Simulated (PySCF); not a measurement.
Te²⁺: excitation energy

Te²⁺ [Kr] 4d10 5s2 5p2 (3P) → Te²⁺ [Kr] 4d10 5s1 5p2 6s1 (5P), as a difference of total energies. Computed with PySCF 2.14 in aug-cc-pVQZ-DK3, with the spin-free X2C one-electron Hamiltonian (Gaussian nucleus). Correlated levels: valence: [Kr] 4d10 frozen. The calculations carry no spin-orbit coupling.

```csv
method,excitation energy (cm⁻¹)
UHF,159050
LDA,177440
PBE,174650
PBE0,172850
r2SCAN,172910
wB97M-V,172990
MP2 (valence),166430
SCS-MP2 (valence),169690
```

A first-order spin-orbit estimate (lowest level to lowest level, LS coupling) adds 0.094 eV.

The promoted electron is Rydberg-like, and one or two diffuse shells describe it only roughly, which tends to raise the upper state.
